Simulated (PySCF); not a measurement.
Match the calculated data to a structure.

All candidates are C2H7As.

- XPS: C1s 290.5, C1s 290.8 eV [ΔSCF SCAN, pcX-2 on the ionised atom, pcseg-1 elsewhere, spin-free X2C]
- UV, first state: lowest singlet excitation: 6.26 eV (198 nm, f = 0.071) [TDDFT CAM-B3LYP/def2-SVPD]
- Rotational structure: rotational constants A, B, C: 24.097, 3.611, 3.366 GHz [PBE0-D3(BJ)/def2-SVP]
- 13C NMR: chemical shifts (computed TMS as zero) by class: 15.3 (1 C), 11.6 (1 C) ppm [GIAO PBE0/pcSseg-1]
- Couplings: largest of the computed one-bond spin–spin couplings (means over like bonds): 13C–1H +141.2 (×2), 13C–1H +133.2 (×3), 13C–13C +37.2 Hz [B3LYP/pcJ-1 (pcSseg-1 on As), spin–dipole term left out]
- NMR, other nuclei: isotropic shieldings of nuclei other than C and H, by class: 1668 (1 As) ppm [GIAO PBE0/pcSseg-1]
- Dipole: 1.04 D [CAM-B3LYP/def2-SVPD]
- Triplet: lowest triplet excitation (Tamm–Dancoff): 5.34 eV [TDA CAM-B3LYP/def2-SVPD]
- Polarisability: 59.1 au [CAM-B3LYP/def2-SVPD]

Electronic properties: PySCF, gas phase, density fitting. Levels stand in brackets. One conformer (not necessarily the lowest) at the PBE0-D3(BJ)/def2-SVP geometry, without solvent, vibrations or thermal averaging. Relativistic effects, spin–orbit coupling among them, are left out (core-ionisation runs apart) although an element past zinc is present. Each NMR value is the plain mean over a class of atoms that symmetry, rotation or inversion makes alike.

Task: Which candidate is it?
A. `[H][As](C)C` (AsMe2H)
B. `[H][As]([H])CC` (AsH2Et)
C. `C[AsH]C` (dimethylarsine)

Result: B. It is `[H][As]([H])CC`. 2 carbons fall into 2 classes; from least to most shielded: carbon bonded to C and 3 H (15.3 ppm), carbon bonded to As, C and 2 H (11.6 ppm). The other shieldings belong to: 1668 ppm, arsenic bonded to C and 2 H. The couplings run between: +141.2 Hz, carbon bonded to As, C and 2 H and its hydrogen (with 1 like pair); +133.2 Hz, carbon bonded to C and 3 H and its hydrogen (with 2 like pairs); +37.2 Hz, carbon bonded to As, C and 2 H and carbon bonded to C and 3 H. The core levels belong to: C1s 290.5 eV, carbon bonded to As, C and 2 H; C1s 290.8 eV, carbon bonded to C and 3 H. No core level of As was computed. By its constants the optimised geometry is an asymmetric top. NMR values of atoms bound to As lack the spin–orbit term that these neighbours bring.

The others, at the same levels:
- `C[AsH]C` fails: its computed core binding energies are C1s 290.4 (×2) eV, rotational constant A is 10.781 GHz (against 24.097 GHz) and smallest rotational constant is 4.418 GHz (against 3.366 GHz).
- `[H][As](C)C` fails: it has 1 carbon class against 2; its computed 13C shifts are 7.6 (2 C) ppm, core binding energies are C1s 290.4 (×2) eV and rotational constant A is 10.779 GHz (against 24.097 GHz).
